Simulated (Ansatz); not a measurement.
Calculated with Ansatz (gas phase, PBE0-D4/def2-TZVP geometries, no zero-point term in ΔE). CBS: MP2 limit from def2 TZ/QZ plus the TZ coupled-cluster correction, frozen cores. DFT in def2-TZVPP. B3LYP here is the variant with VWN-RPA as its local correlation; programs differ in this. For Ge outer-core shells are correlated without core-valence functions, which leaves a few kJ/mol of doubt a bond. Scalar relativity is left out up to krypton. Each species was taken in one conformer, which may not be the lowest.

Consider the ligand exchange at the Si–O bond: `[F][Ge][O][SiH3]` + `FCS` → `FCS[SiH3]` + `[OH][Ge][F]`.

```tsv
level	ΔE (kJ/mol)	difference from CCSD(T)/CBS
revPBE-D4	26.9	-16.9
r2SCAN-D4	38.4	-5.4
B97M-V	43.0	-0.8
PBE0-D4	33.0	-10.8
B3LYP-D4	45.9	2.1
BHLYP-D4	53.5	9.7
ωB97X-V	43.0	-0.8
ωB97M-V	42.8	-1.0
r2SCAN0	40.9	-2.9
CAM-B3LYP	51.2	7.4
RPA@PBE/def2-TZVPP	49.3	5.5
HF/def2-SVP	61.3	17.5
CCSD(T)/def2-SVP	48.1	4.3
SCS-MP2/def2-TZVPP	50.5	6.7
CCSD(T)/def2-TZVPP	46.7	2.9
MP2/def2-QZVPP	43.7	-0.1
CCSD(T)/CBS	43.8	0
```

Largest T1 diagnostic among the species: 0.015.

Leaving LDA and LC-ωPBE aside and taking each functional with its dispersion term where it has one, the values spread over 26.6 kJ/mol, from revPBE-D4 to BHLYP-D4. From PBE to PBE0 (25 % exact exchange), in def2-TZVPP and without D4, ΔE moves by +4.9 kJ/mol. In def2-TZVPP, CCSD(T) changes the Hartree–Fock value by −17.7 kJ/mol (the triples alone add −3.3 kJ/mol) and MP2 by −19.8 kJ/mol.
